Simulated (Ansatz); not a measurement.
Rb2F2⁺: single points at one geometry.

```yaml
crystal:
  periodic: [false, false, false]
  atoms:
    - {symbol: Rb, position_ang: [-2.095972, -0.092738, -1.327083]}
    - {symbol: Rb, position_ang: [2.096988, 0.091717, 1.325530]}
    - {symbol: F, position_ang: [-0.174993, -0.898343, 0.339088]}
    - {symbol: F, position_ang: [0.173977, 0.899364, -0.337534]}
basis:
  gaussian: {orbitals: def2-TZVP, initial_orbitals: start.molden}
total_charge: 1
magnetization: {spin_polarized: true, initial_magnetization: 1}
hamiltonian: {xc: pbe, dispersion: d4}
scf: {omitted_lower_state_checks: [starts]}
output: {orbitals: {seedname: orbitals}}
```

The file start.molden holds the orbitals of an earlier run on this structure, at another level or in another basis.

```sh
$ ansatz run in.yaml --threads 4 --pin off --events-out ev --progress --plain --max-ram 3916MiB
```

It prints (some lines left out):

```
Functional definition: PBE
960 factors; their error is unknown
mean field evaluation 1: about -6739.2721 eV, gradient 5.5e0 eV
mean field evaluation 2: about -6739.3495 eV, gradient 9.5e-2 eV
mean field evaluation 4: about -6739.3464 eV, gradient 1.1e-4 eV
mean field -6739.34638533 eV, -247.6664115679 hartree, gradient 7.8e-6 eV, S^2 0.752376; 0 other end points of the search recorded, 0 dependent functions left out
reference -6739.34646138 eV, -247.6664143626 hartree; 18, 17 occupied and 110, 111 virtual orbitals, 960 factors
Total energy: -6739.39368168 eV, -247.6681496765 hartree
Checks for a lower state left out: starts
```

It took 1.8 s on 4 threads of Arm Neoverse V2 on a shared host.

First input, but with `hamiltonian: {xc: {name: wB97X-V}}` (abridged; 8 s):

```
Functional definition: wB97X-V
mean field -6742.09089785 eV, -247.7672705425 hartree, gradient 1.5e-5 eV, S^2 0.755592
Total energy: -6742.09089425 eV, -247.7672704103 hartree
Checks for a lower state left out: starts
```

The first input with `hamiltonian: {xc: {name: BLYP}, dispersion: d4}` (abridged; 2.2 s):

```
Functional definition: BLYP
mean field -6742.60499917 eV, -247.7861634177 hartree, gradient 6.1e-6 eV, S^2 0.752496
Total energy: -6742.70491175 eV, -247.7898351373 hartree
Checks for a lower state left out: starts
```

First input, but with `gaussian: {orbitals: def2-SVP, initial_orbitals: start.molden}` (abridged; 1.1 s):

```
Functional definition: PBE
mean field -6732.46477947 eV, -247.4135172168 hartree, gradient 1.8e-5 eV, S^2 0.751881
Total energy: -6732.51207603 eV, -247.4152553334 hartree
Checks for a lower state left out: starts
```

First input, but with `hamiltonian: {xc: pbe}`, `correlation: {method: rpa}` and without the key `output` (abridged; 2.8 s):

```
Functional definition: PBE
mean field -6739.34637925 eV, -247.6664113444 hartree, gradient 3.0e-6 eV, S^2 0.752376
2 core orbitals not correlated: weight in the atoms' cores, before any rotation towards them, 1.000 or more for the frozen orbitals, at most 0.000 for the correlated occupied ones
Total energy: -6732.74757060 eV, -247.4239095994 hartree
Checks for a lower state left out: starts
```

As the first input, with `gaussian: {orbitals: def2-TZVPP, initial_orbitals: start.molden}`, `correlation: {method: ccsd_t}`, `scf: {omitted_lower_state_checks: [starts, cluster_reference]}` and without the key `hamiltonian` (abridged; 86 s):

```
Functional definition: HF
mean field -6706.52743434 eV, -246.4603373643 hartree, gradient 2.1e-6 eV, S^2 0.770147
2 core orbitals not correlated: weight in the atoms' cores, before any rotation towards them, 1.000 or more for the frozen orbitals, at most 0.000 for the correlated occupied ones
second order -18.54667631 eV of doubles, -0.00000000 eV of singles
cycle   1  -18.79762544 eV  change   -2.5e-1 eV  update   1.2e-1
cycle   2  -19.25504210 eV  change   -4.6e-1 eV  update   4.2e-2
cycle   3  -19.41969161 eV  change   -1.6e-1 eV  update   4.5e-2
cycle   4  -19.48104520 eV  change   -6.1e-2 eV  update   3.0e-2
cycle   5  -19.51543276 eV  change   -3.4e-2 eV  update   1.6e-2
cycle   6  -19.53405676 eV  change   -1.9e-2 eV  update   6.3e-3
cycle   7  -19.53460457 eV  change   -5.5e-4 eV  update   1.8e-3
cycle   8  -19.53508622 eV  change   -4.8e-4 eV  update   7.2e-4
cycle   9  -19.53595569 eV  change   -8.7e-4 eV  update   3.2e-4
cycle  10  -19.53576409 eV  change    1.9e-4 eV  update   1.1e-4
cycle  11  -19.53562638 eV  change    1.4e-4 eV  update   5.2e-5
cycle  12  -19.53561216 eV  change    1.4e-5 eV  update   2.3e-5
perturbative correction -0.50992054 eV, -0.0187392343 hartree
Total energy: -6726.57296704 eV, -247.1969971037 hartree
Checks for a lower state left out: starts, cluster_reference
```

Geometry: PBE0-D4/def2-TZVP.

In the def2 sets Rb takes a core potential; there is no spin–orbit coupling. Correlated methods freeze 2 core orbitals; core or outer-core shells of Rb are correlated, in sets that lack core-valence functions. In the doublet, F3 and F4 lie 1.95 Å apart (atoms count from 1), so these atoms are partly bonded to each other. The structure comes from a short search, and lower isomers may exist.
